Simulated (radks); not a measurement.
Species: Tm20+. Configuration: [Kr] 4d10 4f3 (the NIST ground configuration). All-electron calculation, scalar-relativistic Kohn-Sham, SCAN, spin-polarised, spherical densities, finite nucleus; open shells are filled with parallel spins first (spin-orbit coupling, left out, can overturn this in heavy ions); meta-GGA in the generalised Kohn-Sham scheme; Fermi nuclear charge, rms radius 5.2256 fm. Program: a radial shooting solver on a logarithmic mesh with Libxc functionals.

Unscreened Slater integrals over Kohn-Sham orbitals (eV). They are taken over the spin-up orbitals.

integral,value
"F0(4f,4f)",46.687
"F2(4f,4f)",24.231
"F4(4f,4f)",15.685
"F6(4f,4f)",11.434
"F0(4f,4d)",46.449
"F2(4f,4d)",23.411
"F4(4f,4d)",15.270
"G1(4f,4d)",26.165
"G3(4f,4d)",17.326
"G5(4f,4d)",12.519
"F0(4f,4p)",47.319
"F2(4f,4p)",24.217
"G2(4f,4p)",20.739
"G4(4f,4p)",14.762
"F0(4f,4s)",48.383
"G3(4f,4s)",17.807
"F0(4d,4d)",46.775
"F2(4d,4d)",23.991
"F4(4d,4d)",16.229
"F0(4d,4p)",47.581
"F2(4d,4p)",24.596
"G1(4d,4p)",31.023
"G3(4d,4p)",19.665
"F0(4d,4s)",48.574
"G2(4d,4s)",24.411
"F0(4p,4p)",48.512
"F2(4p,4p)",25.500
"F0(4p,4s)",49.553
"G1(4p,4s)",33.714
"F0(4s,4s)",50.693

Derived for the open shells (J is the average intra-shell exchange parameter used in DFT+U). 4f: F4/F2 = 0.647, F6/F2 = 0.472, J = (286 F2 + 195 F4 + 250 F6)/6435 = 1.996 eV.
